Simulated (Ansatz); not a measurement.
A structure relaxed at PBE0-D4/def2-TZVP, charge 0, multiplicity 2:

| atom | x (Å) | y (Å) | z (Å) |
| --- | --- | --- | --- |
| C1 | 0.237 | 1.239 | -0.679 |
| O2 | -0.521 | 0.254 | 0.004 |
| B3 | -0.004 | -0.888 | 0.445 |
| S4 | -0.992 | -2.119 | 1.306 |
| H5 | 0.181 | 2.172 | -0.117 |
| H6 | -0.199 | 1.390 | -1.668 |
| H7 | 1.280 | 0.932 | -0.780 |
| H8 | 0.018 | -2.981 | 1.489 |

Task: Give its formula and SMILES.

Result: CH4BOS, `CO[B]S`.

Task: Point group (tolerance 0.08 Å, 0.16 Å for H)?

Result: Cs.

Task: Summarise the bond lengths by kind.

Result: 1 × C–O 1.418 Å; 3 × C–H 1.091 to 1.092 Å; 1 × B–O 1.329 Å; 1 × B–S 1.798 Å; 1 × H–S 1.341 Å.

Program: Ansatz 0.2.0.
